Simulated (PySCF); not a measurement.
**Orbital picture of AsF⁻**

UHF at R = 1.873 Å; PySCF, scalar-relativistic core potentials, basis sets As aug-cc-pVDZ-PP with ECP10, F aug-cc-pVDZ. State: ²Π (doublet), unpaired electrons π ↑. Only the outer orbitals are listed, counted within each symmetry, core potentials removing the inner ones.

| spin | orbital | occ. | ε (eV) | on As (%) | main shells (%) |
| --- | --- | --- | --- | --- | --- |
| α | 5σ | 1 | -35.43 | 0 | 99 F s |
| α | 6σ | 1 | -15.28 | 69 | 68 As s, 29 F p |
| α | 3π | 1 | -10.87 | 4 | 96 F p |
| α | 3π | 1 | -10.69 | 3 | 97 F p |
| α | 7σ | 1 | -9.35 | 42 | 58 F p, 28 As s, 12 As p |
| α | 4π | 1 | -3.13 | 99 | 99 As p |
| α | 4π | 1 | -1.68 | 100 | 100 As p |
| α | 8σ | 0 | 5.53 | 110 | 106 As p |
| β | 5σ | 1 | -35.25 | 0 | 100 F s |
| β | 6σ | 1 | -13.82 | 51 | 50 As s, 47 F p |
| β | 3π | 1 | -10.61 | 2 | 98 F p |
| β | 3π | 1 | -10.21 | 2 | 98 F p |
| β | 7σ | 1 | -8.48 | 60 | 48 As s, 41 F p, 12 As p |
| β | 4π | 1 | -1.07 | 101 | 100 As p |
| β | 4π | 0 | 5.36 | 107 | 108 As p |

Question: Which are the highest filled and the lowest empty level, where do they sit, and how wide is the gap?

Answer: Highest filled β 4π at -1.07 eV (in %: 100 As p); lowest empty β 4π at 5.36 eV (in %: 108 As p); the gap at UHF is 6.43 eV. Both belong to one degenerate shell, split only by its one-sided filling, so this is no excitation gap. An empty level above zero is unbound, and its energy depends on the basis.

- bond order (Mayer): 0.17
- ⟨S²⟩: 0.764
- charge on As (Mulliken, basis-dependent): -0.32
- charge on As (Löwdin, basis-dependent): -0.27
- dipole moment (positive dipole points towards F; it is taken about the centre of mass and depends on that origin): -1.01 D

Shares are Mulliken populations and can fall outside 0 to 100 %.

Spin–orbit coupling is left out. The state is the lowest determinant that a PBE0 search found; another state may lie lower at other levels.
